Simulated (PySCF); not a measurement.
## Orbital picture of RuI

ωB97X at R = 2.561 Å; PySCF, scalar-relativistic core potentials, basis sets Ru def2-TZVPP with ECP28, I def2-TZVPP with ECP28. State: quartet, unpaired electrons σ ↑, π ↑, δ ↑. Only the outer orbitals are listed, counted within each symmetry, core potentials removing the inner ones.

```tsv
spin	orbital	occ.	ε (eV)	on Ru (%)	main shells (%)
α	7σ	1	-11.60	62	61 Ru d, 35 I p
α	4π	1	-11.23	82	82 Ru d, 17 I p
α	4π	1	-10.78	75	75 Ru d, 24 I p
α	2δ	1	-10.71	100	100 Ru d
α	2δ	1	-10.18	96	95 Ru d
α	8σ	1	-9.01	61	39 I p, 35 Ru d, 24 Ru s
α	5π	1	-8.75	19	81 I p, 17 Ru d
α	5π	1	-8.53	27	73 I p, 24 Ru d
α	9σ	0	-0.81	91	66 Ru s, 21 Ru p, 8 I p
α	6π	0	1.34	100	100 Ru p
α	6π	0	1.34	100	100 Ru p
β	7σ	1	-10.58	27	70 I p, 19 Ru d
β	4π	1	-10.09	52	52 Ru d, 47 I p
β	4π	1	-9.23	9	90 I p
β	2δ	1	-8.69	93	86 Ru d
β	5π	1	-8.06	50	50 I p, 47 Ru d
β	8σ	0	-1.38	100	70 Ru s, 24 Ru d
β	5π	0	-0.23	93	87 Ru d
β	9σ	0	-0.23	88	57 Ru d, 24 Ru p, 11 I p
```

Question: Which are the highest filled and the lowest empty level, where do they sit, and how wide is the gap?

Answer: Highest filled β 5π at -8.06 eV (in %: 50 I p, 47 Ru d); lowest empty β 8σ at -1.38 eV (in %: 70 Ru s, 24 Ru d); the gap at ωB97X is 6.68 eV.

The bond order (Mayer) is 1.16, the ⟨S²⟩ is 3.757 and the charge on Ru (Mulliken, basis-dependent) is 0.36. The charge on Ru (Löwdin, basis-dependent) is 0.04 and the dipole moment (positive dipole means Ru(−)I(+)) is -5.21 D.

Spin–orbit coupling is left out. The state is the lowest single determinant that the PBE0 search found; with open d or f shells the true ground state can be another one.
